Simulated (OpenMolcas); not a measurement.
Ti3+ in trigonal planar coordination: ligands and hosts compared

| Quantity | Value |
| --- | --- |
| Program | OpenMolcas |
| Method | SS-CASPT2, IPEA 0.25 Eh, imaginary shift 0.1 Eh |
| Active space | 1 electron in 5 orbitals (3d) |
| Spin-orbit coupling | state interaction with AMFI integrals over the reference wave functions |

Distances were set from a Shannon-type radius of the metal (high-spin where two are listed, low-spin for CN, NH3 and NCH) plus a fixed donor radius (S 1.78, Cl 1.76, NH3 1.42 Å). Anionic complexes are neutralised by point charges, and hosts are embedded clusters. Ligand basis ANO-RCC-VDZP. States (labels of the rotation group of each site). Energies in cm-1 above the lowest state or level, χT in cm3 K/mol.

```tsv
Ligand or host	R (Å)	Metal basis	Outer charge (e at Å behind ligand)	Ground state	First state of that spin	First gap with spin-orbit (degeneracies)	χT at 300 K
S	2.25	ANO-RCC-VDZP	1 at 2.6	2A1	2E 5840	5790 (2, 2)	0.390
Cl	2.23	ANO-RCC-VTZP		2A1	2E 3380	3330 (2, 2)	0.403
NH3	1.9	ANO-RCC-VDZP		2S+1 = 2	740	160 (2, 2)	0.456
```

The rows also differ in their metal basis and outer charges, so part of each step comes from that.

Over all roots computed the reference weight is 0.74 to 0.75 in S; a low but even weight reflects the number of correlated electrons. Ligand-to-metal charge-transfer states are missing. The least metal-like active orbital is 83 % on the metal (Löwdin) and no ligand orbital is active, so the numbers are rough (holds for S). The sulfide ions are held by bare point charges, a crude embedding (holds for S). An orbital doublet at a regular site is open to a Jahn-Teller distortion, which this geometry leaves out (holds for NH3). The least metal-like active orbital is 79 % on the metal (Löwdin) and no ligand orbital is active, so the numbers are rough (holds for NH3). No measured value stands beside these numbers; the geometry is a model, was not optimised and need not be the one that this ion takes.

A state without a sure symmetry label is named by its multiplicity alone.
